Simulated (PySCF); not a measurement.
A side-by-side comparison of computed properties.

First species: C7H15AlO.
Cartesian coordinates in Å at the PBE0-D3(BJ)/def2-SVP level; atoms count from 1:
```
atom  x, y, z in Å
C1     3.3675    0.9869   -0.1780
C2     2.0480    1.0249   -0.3632
C3     1.2418   -0.0944   -0.9425
C4     0.1738   -0.6474   -0.0114
C5    -0.6284   -1.8101   -0.6062
C6    -2.0822   -1.4792   -0.2808
C7    -2.0745    0.0318   -0.3400
O8    -0.8238    0.3760    0.2763
Al9   -0.7579    1.5741    1.8618
H10    3.9615    0.1078   -0.4519
H11    3.9044    1.8341    0.2556
H12    1.4918    1.9260   -0.0749
H13    0.7389    0.2400   -1.8688
H14    1.9022   -0.9315   -1.2244
H15    0.6177   -0.9017    0.9631
H16   -0.4794   -1.8444   -1.6977
H17   -0.3038   -2.7766   -0.1971
H18   -2.3433   -1.8049    0.7382
H19   -2.7987   -1.9309   -0.9809
H20   -2.0808    0.4121   -1.3757
H21   -2.8689    0.5244    0.2358
H22   -0.3894    2.9998    1.2231
H23    0.3927    0.8191    2.6891
H24   -2.2802    1.3750    2.3469
```

Second species: C7H16Ge.
Numbering: `[CH3:1][CH2:2][CH:3]1[CH2:4][CH2:5][GeH2:6][CH2:7][CH2:8]1` (hydrogens: H9, H10, H11 on C1; H12, H13 on C2; H14 on C3; H15, H16 on C4; H17, H18 on C5; H19, H20 on Ge6; H21, H22 on C7; H23, H24 on C8)

Geometry (PBE0-D3(BJ)/def2-SVP, Å), atoms numbered from 1 in this order:
```
atom  x, y, z in Å
C1    -3.2760   -0.4015    0.5750
C2    -2.1706    0.1732   -0.2978
C3    -0.7666    0.1418    0.3151
C4     0.1841    1.0116   -0.5202
C5     1.5478    1.2906    0.1127
Ge6    2.4579   -0.3865    0.5575
C7     1.0060   -1.4593    1.3181
C8    -0.2659   -1.2999    0.4831
H9    -4.2583   -0.2946    0.0903
H10   -3.3272    0.1199    1.5446
H11   -3.1326   -1.4726    0.7832
H12   -2.1452   -0.3568   -1.2677
H13   -2.4184    1.2211   -0.5392
H14   -0.8336    0.5947    1.3251
H15   -0.3203    1.9712   -0.7305
H16    0.3199    0.5277   -1.5058
H17    1.4226    1.8614    1.0486
H18    2.1711    1.9078   -0.5527
H19    2.9970   -1.0596   -0.7259
H20    3.6280   -0.1807    1.5425
H21    0.8298   -1.1100    2.3498
H22    1.2979   -2.5184    1.3883
H23   -0.1087   -1.7273   -0.5254
H24   -1.0669   -1.9061    0.9378
```

Levels: PBE0/def2-SVPD for HOMO energy, LUMO energy, HOMO–LUMO gap and static isotropic polarisability; TDDFT PBE0/def2-SVPD for lowest singlet excitation; TDA PBE0/def2-SVPD for lowest triplet excitation (Tamm–Dancoff); ΔSCF PBE0/def2-SVPD for vertical ionisation energy. Geometries: PBE0-D3(BJ)/def2-SVP. Each species is one conformer at its optimised geometry, gas phase, non-relativistic unless stated. Electronic properties by PySCF.

Question: Which has the higher S1 energy?

Answer: The second: 7.02 eV against 6.16 eV, a difference of 0.86 eV.

Question: Which of the two has the higher HOMO–LUMO gap, and by how much?

Answer: The second: 8.08 eV against 7.11 eV, a difference of 0.97 eV.

Question: Which of the two has the higher HOMO energy, and by how much?

Answer: The first: -7.20 eV against -7.48 eV, a difference of 0.28 eV.

Question: Which of the two has the higher LUMO energy, and by how much?

Answer: The second: 0.60 eV against -0.09 eV, a difference of 0.69 eV.

Question: Which of the two has the higher static isotropic polarisability, and by how much?

Answer: The first: 118.9 au against 113.0 au, a difference of 5.9 au.

Question: Which of the two has the higher vertical ionisation energy, and by how much?

Answer: The second: 9.23 eV against 8.96 eV, a difference of 0.27 eV.

Question: Which has the higher T1 energy?

Answer: The second: 6.85 eV against 4.28 eV, a difference of 2.57 eV.

On the first: The vertical singlet–triplet gap S1 − T1 is 1.88 eV (TDDFT singlet less Tamm–Dancoff triplet; S1: HOMO→LUMO, weight 0.68; T1: HOMO−2→LUMO, weight 0.63). The polarisability is 17.62 Å³ as a volume (1 au = 0.148185 Å³), or 1.52 au for each of the 78 electrons.

On the second: The 10 singlets span 7.02 to 8.25 eV, and their oscillator strengths add up to 0.26. The principal polarisabilities are 97.0, 108.8 and 133.1 au; their mean is the isotropic value. The calculation is non-relativistic and has no spin–orbit coupling, an omission that weighs most on germanium.
